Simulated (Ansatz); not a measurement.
Relaxation of a periodic cell of 17 atoms, NaLi₁₆ (host Li, host structure bcc, interstitial Na), to a largest force component of 0.08 eV/Å in at most 25 steps.

The calculation used DFT PBE, scalar-relativistic, plane waves, PAW in Ansatz. Settings: accuracy low, cutoff 420 eV, k mesh 2x2x2, fermi-dirac smearing 0.05 eV, no spin polarisation.

```xyz
17
Lattice="6.9800 0.0000 0.0000 0.0000 6.9800 0.0000 0.0000 0.0000 6.9800" Properties=species:S:1:pos:R:3
Li 0.000 0.000 0.000
Li 3.490 0.000 0.000
Li 0.000 3.490 0.000
Li 0.000 0.000 3.490
Li 1.745 1.745 1.745
Li 3.490 3.490 0.000
Li 3.490 0.000 3.490
Li 5.235 1.745 1.745
Li 0.000 3.490 3.490
Li 1.745 5.235 1.745
Li 1.745 1.745 5.235
Li 3.490 3.490 3.490
Li 5.235 5.235 1.745
Li 5.235 1.745 5.235
Li 1.745 5.235 5.235
Li 5.235 5.235 5.235
Na 4.382 0.007 1.730
```

Q: Where does it end, and by what steps?

A: The forces met the threshold. The threshold is loose, so the end isn't yet a minimum. The force dipped under the threshold on the way, but the program's further checks kept it going. Limits of this set-up: coarse k mesh, low accuracy level. After 8 steps the energy has fallen by 2.711 eV; Li2 moved furthest, 1.12 Å. Joined: Li1–Li2, Li2–Li7, Li3–Li9, Li5–Li8, Li8–Li13, Li10–Li13.

```
step  energy less start (eV)  largest force component (eV/Å)  accepted
   0                  0.0000                           2.264       yes
   1                 -0.8616                           1.631       yes
   2                 -1.8766                           0.778       yes
   3                 -2.3926                           0.244       yes
   4                 -2.6220                           0.117       yes
   5                 -2.6657                           0.025       yes
   6                 -2.6696                           0.027       yes
   7                 -2.6847                           0.056       yes
   8                 -2.7109                           0.067       yes
```

```xyz
17
Lattice="6.9800 0.0000 0.0000 0.0000 6.9800 0.0000 0.0000 0.0000 6.9800" Properties=species:S:1:pos:R:3
Li -0.049 -0.005 -0.178
Li 2.495 -0.142 -0.503
Li -0.058 3.519 -0.198
Li 0.169 -0.036 3.751
Li 1.740 1.932 1.779
Li 3.786 3.500 0.160
Li 3.114 -0.111 3.681
Li 6.061 2.132 2.033
Li -0.151 3.571 3.992
Li 1.641 5.012 1.789
Li 1.836 2.018 5.129
Li 3.733 3.473 3.345
Li 5.761 4.998 1.969
Li 4.963 1.593 5.213
Li 1.890 4.805 5.119
Li 4.985 5.382 5.266
Na 4.344 0.247 1.262
```

Time of the run: 41 s on 1 thread of Arm Neoverse V1 (shared host), peak memory 0.5 GiB.
